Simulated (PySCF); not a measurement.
Calculation: M06-2X/def2-TZVP // B3LYP-D3(BJ)/def2-TZVP (PySCF 2.14.0). Gas-phase values, no solvent. Delta-SCF ions had no search for a lower state. 

Reference species (SMILES): `BO` (neutral, multiplicity 1).

```
Property                                    Value
--------------------------------------  ---------
vertical ionisation energy (Delta-SCF)   12.00 eV
HOMO                                    -10.28 eV
```

Changed species: `B` (3 of 3 OH replaced by H; the reference has 2 of 3 OH replaced by H).

Problem. Predict the effect on the vertical ionisation energy (Delta-SCF) and HOMO.

Solution. the vertical ionisation energy (Delta-SCF) increases by 1.16 eV, to 13.16 eV; the HOMO drops by 0.97 eV, to -11.25 eV.
